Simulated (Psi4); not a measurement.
Input for Psi4:
```
memory 2 GB

molecule {
0 1
  Si   -0.00000000    0.00000000   -0.00000000
  H     0.85687118    0.83207387    0.84090169
  H    -0.85685565   -0.82713035    0.84578045
  H    -0.82961346    0.85438800   -0.84584481
  H     0.82959793   -0.85933152   -0.84083733
}

set basis aug-cc-pvdz

energy('ccsd(t)')
print_variables()
```

Question: What does this run give for the nuclear repulsion energy, coupled-cluster correlation energy (without the perturbative part), number of basis functions?

Answer: 
| Property | Result |
|---|---|
| nuclear repulsion energy | 21.6183 Eh |
| coupled-cluster correlation energy (without the perturbative part) | -0.1627 Eh |
| number of basis functions | 63 |
